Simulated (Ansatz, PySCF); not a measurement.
Process, species as SMILES: [NH][SiH](N)N → [NH-][SiH](N)N (an electron is taken up)
Each molecule is optimised on its own at B3LYP-D3(BJ)/def2-TZVP (Ansatz, a first-principles code), one conformer each, not searched for the lowest.

Quantity: adiabatic electron affinity (0 K, with B3LYP-D3(BJ) harmonic zero-point energies from PySCF), positive where the reaction releases energy, in eV. Correlated levels leave the core frozen unless marked. Open shells are spin-unrestricted. No spin-orbit coupling. Non-relativistic. Anions need diffuse functions: aug- sets have them; def2-D sets add few; the other sets have none. CBS marks a two-point X^-3 extrapolation of the correlation energy; Hartree-Fock from the larger set.

CCSD(T)/CBS(aug-cc-pV(T+d)Z,aug-cc-pV(Q+d)Z) (Ansatz) gives 2.00 eV.

Problem. Another calculation gave 1.74 eV. Which level was it?
A) B2PLYP/def2-TZVPD (Ansatz)
B) BHLYP/def2-TZVPD (Ansatz)
C) r2SCAN0/def2-TZVPD (Ansatz)
D) r2SCAN/def2-TZVPD (Ansatz)

Solution. D, r2SCAN/def2-TZVPD (Ansatz). The others give 1.86 (B2PLYP), 1.59 (r2SCAN0), 1.43 (BHLYP) eV.
